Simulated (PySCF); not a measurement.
## Pt₂S: breathing scan

All numbers come from PySCF, UPBE0, basis S def2-SVP, Pt def2-SVP with ECP60 (scalar-relativistic core potentials, no spin–orbit coupling, density fitting).

Rigid scan from the triplet minimum (Pt–Pt 2.669 Å, S–Pt 2.158 Å (×2); Pt–Pt–S 51.8° (×2), Pt–S–Pt 76.4°). Coordinate: all bonds to the central atom scaled together. Energies in kJ/mol from the minimum.

Q: Predict the curve at 0.88, 0.92, 0.96, 1.00, 1.04, 1.08, 1.14, 1.22, 1.35.

A: 
| scale of all bonds to the centre | E (kJ/mol) | dipole size (D) | ⟨S²⟩ |
| --- | --- | --- | --- |
| 0.88 | 240.7 | 1.48 | 2.01 |
| 0.92 | 90.7 | 1.57 | 2.01 |
| 0.96 | 19.3 | 1.64 | 2.01 |
| 1.00 | 0.0 | 1.72 | 2.01 |
| 1.04 | 14.3 | 1.80 | 2.01 |
| 1.08 | 49.9 | 1.88 | 2.02 |
| 1.14 | 124.9 | 1.98 | 2.03 |
| 1.22 | 239.5 | 2.06 | 2.06 |
| 1.35 | 408.7 | 2.02 | 2.32 |

Spin contamination is strong at 1.35, so these points are less reliable.

With open d or f shells other occupations or spin states may lie lower. No spin–orbit coupling is included, which matters more the heavier the element.

Other isomers or separated fragments may lie lower.
